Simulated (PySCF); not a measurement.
# Working out the ionisation energy of Kr¹⁹⁺

Kr¹⁹⁺ [Ne] 3s2 3p5 (2P) → Kr²⁰⁺ [Ne] 3s2 3p4 (3P). Computed with PySCF 2.14 in an even-tempered Gaussian basis (17 s from 1.7 bohr⁻², ratio 2.5; 11 p from 2.2 bohr⁻², ratio 2.5; 5 d from 12 bohr⁻², ratio 2.7; 4 f from 18 bohr⁻², ratio 2.7), with no relativity, point nucleus. Frozen: 1s2; the 18 highest virtual orbitals dropped. Energies in hartree (1 hartree = 27.21139 eV):

```tsv
part	Kr¹⁹⁺ (lower)	Kr²⁰⁺ (upper)
UHF	-2548.497633	-2518.029055
CCSD correlation	-0.584969	-0.552228
(T)	-0.002495	-0.002433
```

Q: What does Hartree-Fock give?

A: (-2518.029055) − (-2548.497633) = 30.468578 hartree = 829.092 eV.

Q: What do CCSD and CCSD(T) give?

A: The CCSD correlation energies differ by 0.032741 hartree = 0.891 eV and the triples by 0.000062 hartree = 0.002 eV, so CCSD gives 829.983 eV and CCSD(T) 829.985 eV.

Reference: 831.6 ± 0.9 eV (semi-empirical (NIST evaluation); NIST Atomic Spectra Database, ionization energies), between the lowest levels; spin-orbit coupling is absent from the calculation.

The calculation is non-relativistic.

What remains against the reference includes basis incompleteness, the frozen core and higher excitations.
